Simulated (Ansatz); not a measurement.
Gas-phase electronic energies from Ansatz, PBE0-D4/def2-TZVP geometries. CBS: MP2 limit from def2 TZ/QZ plus the TZ coupled-cluster correction, frozen cores. def2 core potentials past Kr. For Ge, Te outer-core shells are correlated without core-valence functions, which leaves a few kJ/mol of doubt a bond. Scalar relativity is left out up to krypton. Each species was taken in one conformer, which may not be the lowest.

`C=CC(=C)[TeH]` + `[OH][GeH3]` → `[OH][GeH2][TeH]` + `C=CC=C`  (formal exchange of groups at a Te–C bond)

`C=CC(=C)[TeH]`:

Z-matrix (Å, degrees):
```
C
C 1 1.330
H 1 1.084 2 121.7
H 1 1.083 2 120.8 3 -179.1
C 2 1.455 1 127.2 3 -1.2
H 2 1.090 1 118.9 3 179.2
Te 5 2.116 2 120.8 1 -1.9
C 5 1.335 2 121.5 1 174.4
H 7 1.660 5 94.3 2 -52.3
H 8 1.082 5 122.7 2 178.1
H 8 1.087 5 120.1 2 -2.0
```

`[OH][GeH3]`:

Cartesian coordinates in Å:
```
O -0.243 1.315 0.308
Ge 0.005 -0.358 -0.256
H 0.042 1.445 1.215
H -0.507 -0.350 -1.699
H -0.800 -1.334 0.623
H 1.503 -0.717 -0.192
```

`[OH][GeH2][TeH]`:

```xyz
7

O    -1.350   -1.133   -0.200
Ge   -0.161    0.124   -0.618
Te    1.998   -0.160    0.725
H    -1.402   -1.282    0.747
H     0.114   -0.106   -2.107
H    -0.729    1.523   -0.320
H     1.530    1.035    1.772
```

`C=CC=C`:

Z-matrix (Å, degrees):
```
C
C 1 1.332
H 1 1.085 2 121.2
H 1 1.083 2 121.7 3 180.0
C 2 1.449 1 124.1 3 0.0
H 2 1.088 1 119.5 3 -180.0
C 5 1.332 2 124.1 1 -180.0
H 5 1.088 2 116.4 1 0.0
H 7 1.083 5 121.7 2 -180.0
H 7 1.085 5 121.2 2 0.0
```

```csv
species,HF/CBS(def2) energy (Eh)
`C=CC(=C)[TeH]`,-421.97625
`[OH][GeH3]`,-2152.65893
`[OH][GeH2][TeH]`,-2419.69225
`C=CC=C`,-154.99051
```

Q: Work out ΔE.

A: ΔE = (-2419.69225) + (-154.99051) − (-421.97625) − (-2152.65893) = -0.04758 Eh = -29.9 kcal/mol. CCSD(T)/CBS gives -24.6 kcal/mol.

Largest T1 diagnostic among the species: 0.012.

The D4 term adds +2.0 kcal/mol with B3LYP and +1.0 kcal/mol with PBE0; it sums over pairs of atoms, weighted by their polarisabilities, and B3LYP, whose exchange is more repulsive, gets the larger term. In def2-TZVPP, CCSD(T) changes the Hartree–Fock value by +6.1 kcal/mol (the triples alone add +1.0 kcal/mol) and MP2 by +6.9 kcal/mol.

B3LYP here is the variant with VWN-RPA as its local correlation; programs differ in this.
